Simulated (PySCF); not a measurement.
**C₆ coefficients of unlike pairs at PBE0**

Calculated with PySCF 2.14 from the dipole response of each species, C₆(A,B) = (3/π) ∫ α_A(iu) α_B(iu) du, in atomic units, from isotropic polarisabilities. For ions this is the dispersion term alone; charge-induced terms of lower order in 1/R come first.

```json
{"species": "Os", "configuration": "[Xe] 4f14 5d6 6s2 (5D)", "basis": "x2c-TZVPPall with one added diffuse shell each of s, p, d, f type (12s8p8d4f1g)", "relativity": "spin-free X2C", "α (bohr³)": "56.86", "C₆ (like pair)": "641.5"}
{"species": "Cl³⁺", "configuration": "[Ne] 3s2 3p2 (3P)", "basis": "aug-cc-pwCVDZ (6s5p3d)", "relativity": "none", "α (bohr³)": "4.359", "C₆ (like pair)": "11.81"}
{"species": "In³⁺", "configuration": "[Kr] 4d10 (1S)", "basis": "aug-cc-pVTZ-PP with one added diffuse shell each of d, f type with ECP28MDF (6s5p5d3f)", "relativity": "core potential", "α (bohr³)": "2.596", "C₆ (like pair)": "6.917"}
{"species": "Hf³⁺", "configuration": "[Xe] 4f14 5d1 (2D)", "basis": "def2-TZVPPD with the def2 core potential (60 electrons) (6s5p3d2f1g)", "relativity": "core potential", "α (bohr³)": "6.226", "C₆ (like pair)": "25.49"}
```

Estimate C₆ for In³⁺ with Os.

The integral gives 54.28. The combination rule 2 C_A C_B / (C_A α_B/α_A + C_B α_A/α_B) gives 49.09 and the geometric mean 66.61.

No spin-orbit coupling is included.

The other pairs:

```tsv
pair	C₆
Hf³⁺, Os	112.9
Hf³⁺, Cl³⁺	17.22
In³⁺, Cl³⁺	8.775
Cl³⁺, Os	79.01
Hf³⁺, In³⁺	13.16
```
